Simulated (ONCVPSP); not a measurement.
## arsenic: one change to an ONCV potential, before and after

* Element: As (Z = 33)
* Generator: ONCVPSP 4.0.1
* Type: optimised norm-conserving Vanderbilt (ONCV)
* Functional: PBE
* Relativity: scalar-relativistic
* Frozen core: [Ar]
* Valence charge: 15
* Reference configuration: 3d10 4s2 4p3
* Partial waves: 4s: rc 1.60 bohr, ncon 4, nbas 7, qcut 3.7 1/bohr, 2 projectors, debl 3.4 Ha; 4p: rc 1.65 bohr, ncon 3, nbas 6, qcut 4 1/bohr, 1 projector; 3d: rc 1.00 bohr, ncon 5, nbas 10, qcut 18.7 1/bohr, local
* Local potential: the d channel
* Core correction: polynomial model core, fcfact 0.25

All-electron outer shells of the reference configuration (PBE, scalar-relativistic, ld1.x):

```
shell  level (eV)  outermost node (bohr)  outermost maximum (bohr)
   3s     -190.31                   0.25                      0.52
   3p     -133.68                   0.22                      0.52
   3d      -40.65                      –                      0.47
   4s      -14.49                   0.73                      1.61
   4p       -5.19                   0.78                      2.00
```

Change: p: rc 1.8.

Cutoffs: the cutoffs (Ha) at which the residual kinetic energy of the hardest occupied pseudo-wave falls to 1 and 0.1 mHa per electron; they do not see the model core or the augmentation charge, which bear on the density cutoff. Errors are all-electron minus pseudo energies relative to the spin-unpolarised reference configuration.

**Question.** What does the change do?

**Answer.** The potential gets neither clearly harder nor softer (129 Ha and 145 Ha → 129 Ha and 145 Ha); both files keep a bound ghost (p, s); of the 4 tests that both files solve, the error grows in 2 and shrinks in 1 by more than 15 % and 0.3 meV (median size 1.1 → 0.7 meV).

| quantity | base | changed |
| --- | --- | --- |
| cutoff, loose | 129 Ha | 129 Ha |
| cutoff, tight | 145 Ha | 145 Ha |
| loose cutoff by channel | s 26 Ha, p 7.9 Ha, d 129 Ha | s 26 Ha, p 6.9 Ha, d 129 Ha |
| bound ghosts | s, p | s, p |
| GHOST(+) flags under 300 eV | s at 202.1 eV | s at 202.1 eV |
| error for 3d10 4s2 4p2, meV [ΔE 9.15 eV] | +0.1 | +0.3 |
| error for 3d10 4s2 4p1, meV [ΔE 27.07 eV] | -0.4 | -0.9 |
| error for 3d10 4s2 4p0, meV [ΔE 54.77 eV] | -12 | -17 |
| error for 3d10 4s1 4p4, meV [ΔE 9.42 eV] | -1.8 | -0.5 |
| s: phases at 1.62 bohr within 0.05 rad from the reference energy up to (Ha; the scan ends near 5) | to the end of the scan | to the end of the scan |
| d: phases at 1.02 bohr within 0.05 rad from the reference energy up to (Ha; the scan ends near 5) | 1.8 | 1.8 |
| rms error of d²Exc/dni dnj with the model core, mHa | 3.67 | 3.66 |

 A true bound ghost makes a file unfit for plane-wave use even where its test errors are small: the radial tests pick states by their node count and pass the ghost by.
